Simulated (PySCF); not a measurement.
## Mg(2+) (magnesium, charge +2): UHF calculation

Configuration: [Ne], closed-shell 1S. Computed with PySCF 2.14 in aug-cc-pCVTZ-DK (8s7p5d3f, 75 functions), with the spin-free X2C one-electron Hamiltonian (Gaussian nucleus).

- Total energy: -199.134606 hartree
- One-electron energy: -271.5285 hartree
- Hartree (Coulomb) energy: 88.1115 hartree
- Exchange energy: -15.7176 hartree
- ⟨S²⟩: 0.0000
- ⟨L²⟩: 0.000
- Sum of ⟨r⟩: 5.722 bohr
- Sum of ⟨r²⟩: 4.712 bohr²
- Langevin diamagnetic susceptibility: -3.73 ×10⁻⁶ cm³/mol

| shell | electrons | mean orbital energy (hartree) | rms radius, mean of both spins (bohr) |
| --- | --- | --- | --- |
| 1s | 2 | -49.85589 | 0.151 |
| 2s | 2 | -4.49653 | 0.754 |
| 2p | 6 | -3.00597 | 0.767 |
